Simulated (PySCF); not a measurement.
Spin states of CsN

Unrestricted PBE0; Cs def2-SVPD with ECP46, N def2-SVPD; scalar-relativistic core potentials (PySCF 2.14). Outer shells of the fragments: Cs 6s1; N 2s2 2p3.

Followed along the bond (rough minima from three points):

| 2Ms+1 | unpaired | ⟨S²⟩ at the start | R at minimum (Å) | Te (eV) |
| --- | --- | --- | --- | --- |
| 3 | π ↑↑ | 2.15 | 2.85 | 0.00 |
| 3 | σ ↑, π ↑ | 2.04 | 2.60 | 0.06 |
| 1 | π ↑↓ | 1.00 | 2.78 | 0.60 |
| 1 | σ ↓, π ↑ | 1.00 | 2.59 | 0.61 |
| 5 | σ ↑↑, π ↑↑ | 6.00 | none in the scan | ≤ 1.02 |

Solutions found at the starting distance of 2.860 Å, counted from the lowest of them; the search is not exhaustive and high or unbound solutions are not listed, so other states can lie among these:

```json
{"2Ms+1": "3", "unpaired": "π ↑↑", "term": "³Σ⁻", "E (eV)": "0.00", "⟨S²⟩": "2.15", "⟨Lz²⟩": "0.00", "μ (D)": "-6.68"}
{"2Ms+1": "3", "unpaired": "σ ↑, π ↑", "term": "³Π", "E (eV)": "0.21", "⟨S²⟩": "2.04", "⟨Lz²⟩": "1.02", "μ (D)": "-9.56"}
{"2Ms+1": "1", "unpaired": "π ↑↓", "term": "mixed", "E (eV)": "0.61", "⟨S²⟩": "1.00", "⟨Lz²⟩": "2.01", "μ (D)": "-8.37"}
{"2Ms+1": "1", "unpaired": "σ ↓, π ↑", "term": "mixed", "E (eV)": "0.77", "⟨S²⟩": "1.00", "⟨Lz²⟩": "1.03", "μ (D)": "-9.60"}
{"2Ms+1": "5", "unpaired": "σ ↑↑, π ↑↑", "term": "⁵Σ⁻", "E (eV)": "1.14", "⟨S²⟩": "6.00", "⟨Lz²⟩": "0.00", "μ (D)": "1.57"}
{"2Ms+1": "1", "unpaired": "none", "term": "mixed", "E (eV)": "2.21", "⟨S²⟩": "0.00", "⟨Lz²⟩": "2.00", "μ (D)": "-8.65"}
{"2Ms+1": "5", "unpaired": "σ ↑, π ↑↑↑", "term": "⁵Π", "E (eV)": "2.29", "⟨S²⟩": "6.00", "⟨Lz²⟩": "1.00", "μ (D)": "1.43"}
{"2Ms+1": "3", "unpaired": "σ ↑↑, π ↑↓", "term": "mixed", "E (eV)": "2.34", "⟨S²⟩": "3.01", "⟨Lz²⟩": "2.01", "μ (D)": "1.71"}
{"2Ms+1": "1", "unpaired": "σ ↓↓, π ↑↑", "term": "mixed", "E (eV)": "2.35", "⟨S²⟩": "2.01", "⟨Lz²⟩": "0.00", "μ (D)": "1.85"}
{"2Ms+1": "5", "unpaired": "σ ↑, π ↑↑, δ ↑", "term": "⁵Δ", "E (eV)": "2.83", "⟨S²⟩": "6.00", "⟨Lz²⟩": "4.00", "μ (D)": "0.34"}
```

A term symbol is given only where ⟨S²⟩ and ⟨Lz²⟩ are close to those of a pure state; real π, δ and φ orbitals otherwise mix terms. A positive dipole means Cs(−)N(+).

Q: Compare the gap between the two lowest followed solutions at the starting distance with the gap between their minima.

A: At PBE0 the second solution (triplet, unpaired electrons σ ↑, π ↑) lies +0.21 eV from the first (triplet, unpaired electrons π ↑↑) at 2.860 Å and +0.06 eV at the minima; the two curves relax by different amounts, since their minima lie near 2.60 and 2.85 Å.

Spin–orbit coupling is left out. Counting both spins, an empty level lies below a filled one in some of these solutions, because spin and occupation are held.
